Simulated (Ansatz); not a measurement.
Computed with Ansatz.

A structure relaxed at PBE0-D4/def2-TZVP, charge 0, multiplicity 1:

```csv
atom,x (Å),y (Å),z (Å)
N1,-1.1268,-0.9366,-2.6883
C2,-0.7027,-0.5839,-1.6768
Ga3,0.0003,0.0003,-0.0003
C4,-0.4241,1.7415,0.6586
N5,-0.6806,2.7917,1.0567
C6,1.1272,-1.1572,1.0178
N7,1.8068,-1.8556,1.6323
```

Q: Give its formula and SMILES.

A: C3GaN3, `N#[C][Ga]([C]#N)[C]#N`.

Q: Point group (tolerance 0.08 Å, 0.16 Å for H)?

A: D3h.

Q: Summarise the bond lengths by kind.

A: 3 × C–N 1.152 Å; 3 × C–Ga 1.909 Å.
